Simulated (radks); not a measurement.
Results of a calculation; reference values are marked as such.
Neutral palladium inside a hard spherical wall (all orbitals vanish at R), configuration held at [Kr] 4d10 and not refilled when levels cross. Code: a radial shooting solver on a logarithmic mesh with Libxc functionals. Model: scalar-relativistic Kohn-Sham, PBEsol, spin-polarised, spherical densities, point nucleus. Eigenvalues in eV for spin up, with the zero of energy where the potential of the charges vanishes at infinity; a dash marks a level that is unbound or too diffuse for the functional's potential to be trusted. A positive occupied level is held by the wall or, in an anion where self-interaction has pushed it up, behind a barrier. The pressure on the wall is -dE/dV.

\begin{tabular}{lrrrrrrrrr}
R (bohr) & E (hartree) & kinetic (hartree) & e(3d) & e(4s) & e(4p) & e(4d) & e(5s, empty) & e(5p, empty) & pressure (GPa) \\ \hline
free & -5043.43224 & 5230.927 & -325.50 & -85.248 & -51.141 & -4.051 & -3.297 & - & 0 \\
15 & -5043.43224 & 5230.927 & -325.50 & -85.248 & -51.141 & -4.050 & -3.297 & -0.183 & < 0.0001 \\
12 & -5043.43223 & 5230.928 & -325.50 & -85.246 & -51.139 & -4.049 & -3.293 & -0.079 & 0.000198 \\
10 & -5043.43213 & 5230.928 & -325.48 & -85.233 & -51.126 & -4.037 & -3.273 & 0.121 & 0.00292 \\
7 & -5043.42848 & 5230.955 & -325.22 & -84.980 & -50.878 & -3.813 & -2.902 & 1.301 & 0.220 \\
5 & -5043.38333 & 5231.202 & -323.59 & -83.444 & -49.384 & -2.454 & -0.662 & 5.273 & 6.24 \\
4 & -5043.22808 & 5231.926 & -320.18 & -80.390 & -46.450 & 0.317 & 4.221 & 12.322 & 45.0 \\
1.5 & -5009.36381 & 5352.732 & -181.69 & 27.138 & 67.073 & 132.19 & 330.53 & 366.82 & 108000 \\
\end{tabular}
